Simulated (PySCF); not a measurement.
Compound: C5H14Si3.
Cartesian coordinates in Å at the PBE0-D3(BJ)/def2-SVP level; atoms count from 1:
```
atom  x, y, z in Å
C1     3.1894    0.7211   -0.5675
C2     2.4956    0.0288    0.3433
Si3    0.6798   -0.4069    0.1867
C4    -0.0328    0.2380   -1.4321
Si5   -1.8802   -0.0772   -1.6236
C6    -2.7968    0.6428   -0.1432
Si7   -2.1542    0.0154    1.5140
C8    -0.2991    0.3192    1.6274
H9     2.7289    1.0781   -1.4960
H10    4.2497    0.9645   -0.4343
H11    3.0263   -0.2977    1.2489
H12    0.5336   -1.8988    0.2316
H13    0.5064   -0.2055   -2.2861
H14    0.1351    1.3295   -1.4763
H15   -2.1307   -1.5523   -1.6905
H16   -2.3833    0.5283   -2.8989
H17   -3.8738    0.4199   -0.2298
H18   -2.6960    1.7426   -0.1675
H19   -2.8704    0.6925    2.6431
H20   -2.4233   -1.4544    1.6199
H21    0.0841   -0.0890    2.5783
H22   -0.1175    1.4086    1.6531
```

Computed with PySCF at PBE0/pcSseg-1, non-relativistic, on one gas-phase PBE0-D3(BJ)/def2-SVP geometry that isn't relaxed in the solvent. The solvent is an IEF-PCM continuum (Bondi radii, 1.10 Å for H, scaled by 1.2). Specific hydrogen bonds and non-electrostatic terms are outside this model.

| run | E − E(gas) (kJ/mol) | HOMO (eV) | HOMO–LUMO gap (eV) | dipole (D) |
| --- | --- | --- | --- | --- |
| gas | 0.00 | -7.77 | 7.40 | 1.47 |
| P | -10.67 | -7.69 | 7.40 | 2.12 |
| Q | -8.73 | -7.69 | 7.40 | 1.97 |

**Question.** The runs were made in methanol and tetrahydrofuran. Which run belongs to which solvent?

**Answer.** P = methanol, Q = tetrahydrofuran. The dielectric constants are 7.426 (tetrahydrofuran), 32.61 (methanol), and the energy falls further as ε rises. In this model the ground state sees the solvent through ε alone.

**Question.** How constant is the ratio of the lowering to (ε − 1)/(2ε + 1)?

**Answer.** 
| solvent | (ε − 1)/(2ε + 1) | E − E(gas) (kJ/mol) | ratio (kJ/mol) | polarisation term (kJ/mol) |
| --- | --- | --- | --- | --- |
| tetrahydrofuran | 0.405 | -8.73 | -21.5 | -9.68 |
| methanol | 0.477 | -10.67 | -22.4 | -12.16 |

The ratio changes by +3.8 % in size from tetrahydrofuran to methanol. The polarisation term is half the interaction of the solute with the induced surface charges.
